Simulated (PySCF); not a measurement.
## How methods differ on the excitation energy of Li

Li [He] 2s1 (2S) → Li [He] 2p1 (2P), as a difference of total energies. Computed with PySCF 2.14 in def2-TZVPPD, with no relativity, point nucleus. Correlated levels: valence and next inner shell: nothing frozen. The calculations carry no spin-orbit coupling.

| method | excitation energy (eV) |
| --- | --- |
| UHF | 1.884 |
| MP2 (valence and next inner shell) | 1.894 |
| CCSD (valence and next inner shell) | 1.895 |
| CCSD(T) (valence and next inner shell) | 1.895 |
| FCI (valence and next inner shell) | 1.895 |

Task: Estimate what CCSDT (valence and next inner shell) gives.

Result: 1.895 eV, closest to FCI (valence and next inner shell) among the rows shown.

Task: Estimate what SCS-MP2 (valence and next inner shell) gives.

Result: 1.896 eV, closest to FCI (valence and next inner shell) among the rows shown.

Errors of the correlated levels include the incompleteness of this basis.

For comparison: 1.848 eV (measured; NIST levels, between the centres of gravity of the two terms).
